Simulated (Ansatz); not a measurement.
Basis-set extrapolation for `[SiH3]OC1[SiH2]S1` (PBE0-D4/def2-TZVP geometry, frozen core, Ansatz). Multiplicity 1, RHF reference.

|  | def2-TZVPP | def2-QZVPP |
| --- | --- | --- |
| HF | -1091.714059 | -1091.749037 |
| MP2 correlation | -0.819654 | -0.883703 |
| CCSD(T) correlation | -0.910375 | not run |

Energies in hartree. Use E(X) = E(∞) + A·exp(−7.88·√X) for Hartree–Fock and E(X) = E(∞) + B·X^(−2.97) for correlation, with X = 3 and 4, and add CCSD(T) minus MP2 of the smaller set to the MP2 limit.

Task: What is the CCSD(T) energy at the basis-set limit?

Result: HF limit: -1091.749037 + (-0.034978) × 0.13774 = -1091.75385. MP2 limit: -0.883703 + (-0.064049) × 0.74074 = -0.93115. Higher-order term: -0.910375 − (-0.819654) = -0.09072. Total: -1092.77572 hartree, 397.2 kJ/mol below CCSD(T)/def2-TZVPP.
